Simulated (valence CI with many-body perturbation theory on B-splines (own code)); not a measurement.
# Cd⁴²⁺: calculated level list

Method: relativistic CI+MBPT: four valence electrons over a frozen Dirac-Fock core [He], a basis of 11 s, 11 p, 10 d, 8 f, 5 g, 2 h functions for each j, with the one-electron correlation potential Σ1 (screened to all orders), the two-electron term Σ2, the three-electron term Σ3, Breit, model QED; selected single and double excitations, second order for the rest, scaled by the run's own slope (own B-spline code, finite nucleus).

The last digits are not significant, and no measured levels were compared; by estimate large intervals hold to a few tenths of a per cent, small ones and those within an open d or f shell to about a per cent. Among the levels kept, up to 760 cm⁻¹ of a level comes from second order outside the variational space, and about a tenth of that is noise between levels of different J, which matters for small intervals.

Levels 1 to 45 of 203, with energies above the lowest level, (2s^2 2p1/2^2) J=0. "Leading %" is the weight of the configuration and term that name the level; weights of strongly mixed levels are sums over their largest components and can fall short, so below about 35 % the name and the second component can differ from the true leading terms, or belong to a minority configuration. In the jj column 3d3/2^4 stands for four electrons in 3d with j = 3/2. Lifetimes count E1, E2, E3, M1 and M2 decay at the calculated energies, and are blank where another channel may lead or the interval is too uncertain; long ones can be off by a factor of two.

```csv
No.,Configuration,Term,J,E (eV),Leading %,Lifetime,g,Second component,Leading jj
1,2s²2p²,³P,0,0.0,72,,,27 % 2s²2p² ¹S,2s^2 2p1/2^2 (99 %)
2,2s²2p²,³P,1,193.4,100,20.5 ns,1.488,,2s^2 2p1/2 2p3/2 (100 %)
3,2s²2p²,¹D,2,207.5,61,20.4 μs,1.180,39 % 2s²2p² ³P,2s^2 2p1/2 2p3/2 (99 %)
4,2s2p³,⁵S°,2,349.1,41,106 ps,1.624,41 % 2s2p³ ³P°,2s 2p1/2^2 2p3/2 (95 %)
5,2s2p³,³D°,1,403.3,40,2.76 ps,1.049,23 % 2s2p³ ¹P°,2s 2p1/2^2 2p3/2 (97 %)
6,2s²2p²,³P,2,411.3,60,9.55 ns,1.290,39 % 2s²2p² ¹D,2s^2 2p3/2^2 (99 %)
7,2s²2p²,¹S,0,445.9,71,7.09 ns,,28 % 2s²2p² ³P,2s^2 2p3/2^2 (98 %)
8,2s2p³,³D°,2,532.5,50,12.2 ps,1.518,43 % 2s2p³ ⁵S°,2s 2p1/2 2p3/2^2 (96 %)
9,2s2p³,³D°,3,562.8,100,13.4 ps,1.318,,2s 2p1/2 2p3/2^2 (100 %)
10,2s2p³,³P°,0,594.0,100,3.28 ps,,,2s 2p1/2 2p3/2^2 (100 %)
11,2s2p³,³D°,1,606.1,38,1.84 ps,1.283,38 % 2s2p³ ³S°,2s 2p1/2 2p3/2^2 (97 %)
12,2s2p³,¹D°,2,616.2,69,1.79 ps,1.089,22 % 2s2p³ ³D°,2s 2p1/2 2p3/2^2 (96 %)
13,2s2p³,³P°,1,620.6,45,1.92 ps,1.391,31 % 2s2p³ ¹P°,2s 2p1/2 2p3/2^2 (97 %)
14,2p⁴,³P,2,787.2,71,1.81 ps,1.345,28 % 2p⁴ ¹D,2p1/2^2 2p3/2^2 (99 %)
15,2s2p³,³P°,2,790.2,51,3.23 ps,1.378,23 % 2s2p³ ¹D°,2s 2p3/2^3 (96 %)
16,2p⁴,¹S,0,825.2,58,1.43 ps,,42 % 2p⁴ ³P,2p1/2^2 2p3/2^2 (98 %)
17,2s2p³,¹P°,1,839.3,44,1.20 ps,1.220,27 % 2s2p³ ³S°,2s 2p3/2^3 (97 %)
18,2p⁴,³P,1,988.5,100,1.14 ps,1.488,,2p1/2 2p3/2^3 (100 %)
19,2p⁴,¹D,2,1003.7,72,1.29 ps,1.126,28 % 2p⁴ ³P,2p1/2 2p3/2^3 (99 %)
20,2p⁴,³P,0,1224.8,58,877 fs,,41 % 2p⁴ ¹S,2p3/2^4 (99 %)
21,2s²2p3s,³P°,0,3861.2,99,33.5 fs,,,2s^2 2p1/2 3s (99 %)
22,2s²2p3s,³P°,1,3863.6,68,26.2 fs,1.329,31 % 2s²2p3s ¹P°,2s^2 2p1/2 3s (99 %)
23,2s²2p3p,³D,1,3909.5,72,2.40 ps,0.658,23 % 2s²2p3p ¹P,2s^2 2p1/2 3p1/2 (99 %)
24,2s²2p3p,³P,0,3934.4,70,649 fs,,28 % 2s²2p3p ¹S,2s^2 2p1/2 3p1/2 (98 %)
25,2s²2p3p,³P,1,3974.7,39,175 fs,1.561,25 % 2s²2p3p ³S,2s^2 2p1/2 3p3/2 (83 %)
26,2s²2p3p,³D,2,3980.7,56,1.51 ps,1.163,27 % 2s²2p3p ¹D,2s^2 2p1/2 3p3/2 (98 %)
27,2s2p²3s,⁵P,1,4006.7,49,42.4 fs,2.067,21 % 2s2p²3s ³S,2s 2p1/2^2 3s (80 %)
28,2s²2p3d,³F°,2,4021.4,74,23.3 fs,0.756,20 % 2s²2p3d ¹D°,2s^2 2p1/2 3d3/2 (99 %)
29,2s2p²3s,³P,0,4022.8,74,36.2 fs,,25 % 2s2p²3s ¹S,2s 2p1/2^2 3s (95 %)
30,2s²2p3d,³D°,1,4036.4,46,2.60 fs,0.883,26 % 2s²2p3d ¹P°,2s^2 2p1/2 3d3/2 (88 %)
31,2s²2p3d,³P°,2,4046.9,46,3.90 fs,1.284,34 % 2s²2p3d ³D°,2s^2 2p1/2 3d5/2 (96 %)
32,2s²2p3d,³F°,3,4049.7,50,4.55 fs,1.108,27 % 2s²2p3d ¹F°,2s^2 2p1/2 3d5/2 (99 %)
33,2s2p²3p,⁵D°,0,4053.0,55,363 fs,,41 % 2s2p²3p ³P°,2s 2p1/2^2 3p1/2 (95 %)
34,2s2p²3p,³P°,1,4055.8,28,82.7 fs,1.415,26 % 2s2p²3p ⁵D°,2s 2p1/2^2 3p1/2 (83 %)
35,2s²2p3s,³P°,2,4074.9,95,54.8 fs,1.482,,2s^2 2p3/2 3s (95 %)
36,2s²2p3s,¹P°,1,4079.7,66,20.6 fs,1.146,31 % 2s²2p3s ³P°,2s^2 2p3/2 3s (97 %)
37,2s2p²3p,³P°,2,4120.8,27,234 fs,1.562,26 % 2s2p²3p ⁵P°,2s 2p1/2^2 3p3/2 (94 %)
38,2s2p²3p,³D°,1,4125.2,38,10.3 fs,1.078,18 % 2s2p²3p ¹P°,2s 2p1/2^2 3p3/2 (94 %)
39,2s²2p3p,³P,1,4131.7,51,592 fs,1.443,23 % 2s²2p3p ³S,2s^2 2p3/2 3p1/2 (95 %)
40,2s²2p3p,³D,2,4134.4,41,903 fs,1.185,32 % 2s²2p3p ¹D,2s^2 2p3/2 3p1/2 (95 %)
41,2s2p²3d,⁵F,1,4160.8,47,34.2 fs,0.409,31 % 2s2p²3d ³D,2s 2p1/2^2 3d3/2 (95 %)
42,2s2p²3d,⁵F,2,4164.3,26,17.3 fs,1.205,26 % 2s2p²3d ³D,2s 2p1/2^2 3d3/2 (84 %)
43,2s2p²3s,⁵P,2,4173.0,83,58.4 fs,1.729,7 % 2s2p²3s ³P,2s 2p1/2 2p3/2 3s (93 %)
44,2s²2p3p,³D,3,4180.1,79,122 fs,1.348,11 % 2s2p²3s ³D,2s^2 2p3/2 3p3/2 (79 %)
45,2s²2p3p,¹P,1,4182.3,44,199 fs,1.387,35 % 2s²2p3p ³S,2s^2 2p3/2 3p3/2 (86 %)
```

The ionisation energy to 2s²2p ²P°1/2 of the next ion comes out as 6881.5 eV (NIST: 6869 ± 8 eV (semi-empirical)). All 203 levels together are meant to be complete up to 4762.0 eV.
